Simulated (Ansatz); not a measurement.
Mulliken charges of CH$_{6}$SbSi (`[CH3][Sb][SiH3]`) radical from r2SCAN/def2-TZVPP in Ansatz (PBE0-D4/def2-TZVP geometry).

```json
{"atom": "C1", "x (Å)": "-0.835", "y (Å)": "1.071", "z (Å)": "-1.063", "charge (e)": "-0.429"}
{"atom": "Sb2", "x (Å)": "1.283", "y (Å)": "0.631", "z (Å)": "-0.888", "charge (e)": "0.185"}
{"atom": "Si3", "x (Å)": "0.872", "y (Å)": "-1.041", "z (Å)": "1.012", "charge (e)": "0.118"}
{"atom": "H4", "x (Å)": "-1.384", "y (Å)": "0.162", "z (Å)": "-1.311", "charge (e)": "0.108"}
{"atom": "H5", "x (Å)": "-0.980", "y (Å)": "1.809", "z (Å)": "-1.851", "charge (e)": "0.105"}
{"atom": "H6", "x (Å)": "-1.211", "y (Å)": "1.469", "z (Å)": "-0.119", "charge (e)": "0.108"}
{"atom": "H7", "x (Å)": "2.152", "y (Å)": "-1.643", "z (Å)": "1.475", "charge (e)": "-0.068"}
{"atom": "H8", "x (Å)": "-0.030", "y (Å)": "-2.137", "z (Å)": "0.558", "charge (e)": "-0.064"}
{"atom": "H9", "x (Å)": "0.220", "y (Å)": "-0.367", "z (Å)": "2.170", "charge (e)": "-0.064"}
```

Task: By hand: the dipole of these point charges (1 e Å = 4.8032 D).

Result: Σ q r = (0.157, 0.173, -0.213) e Å, of length 0.316 e Å = 1.52 D.

Task: How does the dipole of the full density compare? (Estimate.)

Result: The calculation gave: (-0.145, 0.084, -0.071) e Å, 0.87 D; the point charges give 1.75 times that, at 83° from its direction.

Point charges leave out the atoms' own dipoles, such as those of lone pairs, and Mulliken's split depends on the basis, so the two needn't agree.
